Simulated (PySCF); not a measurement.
C₂H₇ClSSi, SMILES S[Si](C)(C)Cl.

Geometry: B3LYP-D3(BJ)/def2-SVP. Other conformers were not sampled.

Two levels are set side by side: PBE/def2-TZVP (PySCF) and HF/def2-TZVP (PySCF). Same geometry, gas phase. Differences are taken from unrounded values.

```csv
quantity,HF,PBE,PBE minus HF
orbital gap (eV),13.38,5.55,-7.83
highest occupied level (eV),-10.29,-6.17,4.12
lowest empty level (eV),3.09,-0.62,-3.71
dipole moment (D),3.05,2.79,-0.26
mean polarisability (bohr³),74.8,82.6,7.7
```

Without exact exchange PBE keeps part of each electron's self-repulsion, which lifts occupied levels and narrows the gap. PBE's more diffuse valence density responds more strongly to a field. Differences between two approximate levels are no errors against the true value.

Rough cost on one machine, each run with all the roots and properties that it gave: HF against PBE about 1/3.
